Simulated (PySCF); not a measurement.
Vertical excitations of a molecule CH₆OSeSi from TDDFT-PBE/def2-SVPD run with PySCF, as energy in eV (oscillator strength): 3.23 (0.000), 4.80 (0.005), 4.91 (0.005), 5.05 (0.014), 5.48 (0.004), 5.80 (0.021), 5.82 (0.034), 6.05 (0.013), 6.14 (0.029), 6.19 (0.030). Lowest triplet (TDA): 2.53 eV. Coordinates come from a TPSSh-D3(BJ)/def2-SVP optimisation. The values are those of a single conformer.

Identify the compound among the candidates.
A. CO[SiH2][SeH]
B. C[Se]O[SiH3]
C. CO[Se][SiH3]

B, C[Se]O[SiH3]
